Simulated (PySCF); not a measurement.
ClHg (SMILES [Cl][Hg]), doublet, at a GFN2-xTB geometry (such geometries of metal compounds can be far from the true shape) (the spin is typed, not shown lowest) (core potentials on Hg). Base run: HF/def2-SVP run with PySCF.

Input for PySCF:
```python
from pyscf import gto, scf

mol = gto.Mole()
mol.atom = '''
    Hg   -0.00000000   -0.00000000   -0.46000934
    Cl    0.00000000    0.00000000    2.16474986
'''
mol.basis = 'def2-svp'
mol.ecp = {'Hg': 'def2-svp'}
mol.spin = 1
mol.verbose = 4
mol.build()

mf = scf.UHF(mol)
mf.kernel()
mf.analyze()
```

Each row names what was changed in the base input (with any setting that the change needs).

```json
[
 {"change": "base", "basis functions": "50", "E (Eh)": "-611.88232", "HOMO (eV)": "-9.56", "dipole (D)": "3.99"},
 {"change": "basis = x2c-TZVPall; relativity = none (without mol.ecp = {'Hg': 'def2-svp'})", "basis functions": "118", "E (Eh)": "-18118.59737", "HOMO (eV)": "-7.32", "dipole (D)": "4.85"},
 {"change": "basis = jorge-DZP-DKH; relativity = none (without mol.ecp = {'Hg': 'def2-svp'})", "basis functions": "84", "E (Eh)": "-18447.41108", "HOMO (eV)": "-5.95", "dipole (D)": "4.01"},
 {"change": "basis = x2c-SVPall; relativity = spin-free X2C (without mol.ecp = {'Hg': 'def2-svp'})", "basis functions": "87", "E (Eh)": "-20083.12721", "HOMO (eV)": "-9.67", "dipole (D)": "4.03"},
 {"change": "basis = x2c-TZVPall; relativity = spin-free X2C (without mol.ecp = {'Hg': 'def2-svp'})", "basis functions": "118", "E (Eh)": "-20084.33563", "HOMO (eV)": "-9.78", "dipole (D)": "4.36"},
 {"change": "basis = jorge-DZP-DKH; relativity = spin-free X2C (without mol.ecp = {'Hg': 'def2-svp'})", "basis functions": "84", "E (Eh)": "-20053.11867", "HOMO (eV)": "-9.42", "dipole (D)": "4.28"},
 {"change": "basis = x2c-SVPall; relativity = none (without mol.ecp = {'Hg': 'def2-svp'})", "basis functions": "87", "E (Eh)": "-16379.28179", "HOMO (eV)": "-5.92", "dipole (D)": "6.71"},
 {"change": "basis = jorge-DZP-DKH; relativity = spin-free X2C; nucleus = Gaussian (with mol.nucmod = 'G'; without mol.ecp = {'Hg': 'def2-svp'})", "basis functions": "84", "E (Eh)": "-20050.16142", "HOMO (eV)": "-9.42", "dipole (D)": "4.29"},
 {"change": "basis = x2c-SVPall; relativity = spin-free X2C; nucleus = Gaussian (with mol.nucmod = 'G'; without mol.ecp = {'Hg': 'def2-svp'})", "basis functions": "87", "E (Eh)": "-20079.65467", "HOMO (eV)": "-9.67", "dipole (D)": "4.04"},
 {"change": "basis = x2c-TZVPall; relativity = spin-free X2C; nucleus = Gaussian (with mol.nucmod = 'G'; without mol.ecp = {'Hg': 'def2-svp'})", "basis functions": "118", "E (Eh)": "-20080.82193", "HOMO (eV)": "-9.78", "dipole (D)": "4.37"}
]
```

Absolute energies of different levels of theory aren't comparable as measures of quality.

Open shells are given as the SCF converged; they aren't shown to be the lowest states, and a large step between rows can be another state.

Basis sets contracted for a relativistic Hamiltonian are a mismatch without it, so the rows without relativity aren't non-relativistic limits. No row has spin-orbit coupling; sets with core potentials leave out the core electrons.
